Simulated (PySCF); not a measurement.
## 2-chloroaniline (Nc1ccccc1Cl, C6H6ClN)

Molfile (atoms numbered from 1):
```
C6H6ClN
     RDKit          3D

 14 14  0  0  0  0  0  0  0  0999 V2000
    2.3118   -0.1945    0.0461 N   0  0  0  0  0  0  0  0  0  0  0  0
    0.9511   -0.0326    0.0663 C   0  0  0  0  0  0  0  0  0  0  0  0
    0.0720   -1.1260   -0.0337 C   0  0  0  0  0  0  0  0  0  0  0  0
   -1.3053   -0.9565    0.0341 C   0  0  0  0  0  0  0  0  0  0  0  0
   -1.8591    0.3122    0.2038 C   0  0  0  0  0  0  0  0  0  0  0  0
   -1.0113    1.4126    0.3010 C   0  0  0  0  0  0  0  0  0  0  0  0
    0.3660    1.2395    0.2317 C   0  0  0  0  0  0  0  0  0  0  0  0
    1.4145    2.6268    0.3392 Cl  0  0  0  0  0  0  0  0  0  0  0  0
    2.6704   -1.0426   -0.3688 H   0  0  0  0  0  0  0  0  0  0  0  0
    2.8614    0.6383   -0.1228 H   0  0  0  0  0  0  0  0  0  0  0  0
    0.4951   -2.1260   -0.1613 H   0  0  0  0  0  0  0  0  0  0  0  0
   -1.9547   -1.8314   -0.0471 H   0  0  0  0  0  0  0  0  0  0  0  0
   -2.9406    0.4484    0.2581 H   0  0  0  0  0  0  0  0  0  0  0  0
   -1.4076    2.4216    0.4286 H   0  0  0  0  0  0  0  0  0  0  0  0
  1  2  1  0
  2  3  2  0
  3  4  1  0
  4  5  2  0
  5  6  1  0
  6  7  2  0
  7  8  1  0
  7  2  1  0
  1  9  1  0
  1 10  1  0
  3 11  1  0
  4 12  1  0
  5 13  1  0
  6 14  1  0
M  END
```

Method used: PySCF 2.14.0, quadratic response CAM-B3LYP/aug-cc-pVDZ first hyperpolarisability, Taylor convention, gas phase. Geometry: PBE0-D3(BJ)/def2-SVP.

(1) Give β for the processes computed.

(2) Which lowest excitations, dipole and polarisabilities go with it?

## Answers

(1) In au, Taylor convention; the vector part is βᵢ = ⅓ Σⱼ (βᵢⱼⱼ + βⱼᵢⱼ + βⱼⱼᵢ); β∥ is 3/5 of the vector part along the dipole, the dipole points from − to +:
| process | λ (nm) | β vector norm | β∥ | β HRS | depolarisation ratio |
| --- | --- | --- | --- | --- | --- |
| static β(0;0,0) | ∞ | 345.3 | 1.9 | 133.2 | 6.62 |
| second harmonic β(−2ω;ω,ω) | 1907 | 368.5 | 2.6 | 141.8 | 6.79 |
| Pockels β(−ω;ω,0) | 1907 | 352.7 | 2.2 | – | – |
| second harmonic β(−2ω;ω,ω) | 1064 | 430.6 | 4.7 | 164.6 | 7.23 |
| Pockels β(−ω;ω,0) | 1064 | 370.2 | 2.7 | – | – |

(2) S1 4.76 eV (f = 0.060); S2 5.11 eV (f = 0.010); S3 5.54 eV (f = 0.071); dipole 1.80 D; isotropic α 94.5 au static, 94.9 au at 1907 nm, 95.8 au at 1064 nm, 96.1 au at 953.5 nm, 100.1 au at 532 nm.
